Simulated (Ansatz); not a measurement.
System: GeS (charge 0, singlet). SMILES: [S]=[Ge]
Structure (B3LYP-D3(BJ)/def2-TZVP (Ansatz, a first-principles code) minimum search):
```xyz
2

Ge     0.0000     0.0000    -0.6762
S      0.0000     0.0000     1.3523
```
Charge 0, spin multiplicity 1.

Wanted: vertical ionisation energy (to the doublet state of charge +1; each state is the SCF solution reached for its spin), in eV. Cores are frozen in the correlated levels unless marked. UHF or UKS for open shells. No spin-orbit coupling. The frozen core is the preceding noble-gas configuration, with the filled d and f shells of earlier blocks. Non-relativistic. CBS marks a two-point X^-3 extrapolation of the correlation energy; Hartree-Fock from the larger set.

```json
[
 {"level": "SVWN5/def2-TZVPD", "program": "Ansatz", "vertical ionisation energy (eV)": "10.45"},
 {"level": "PBE/def2-TZVPD", "program": "Ansatz", "vertical ionisation energy (eV)": "10.19"},
 {"level": "r2SCAN/def2-TZVPD", "program": "Ansatz", "vertical ionisation energy (eV)": "10.25"},
 {"level": "B3LYP/def2-TZVPD", "program": "Ansatz", "vertical ionisation energy (eV)": "10.17"}
]
```

### Question
Predict the CCSD(T)/CBS(def2-TZVPPD,def2-QZVPPD) result (Ansatz).

### Answer
10.30 eV
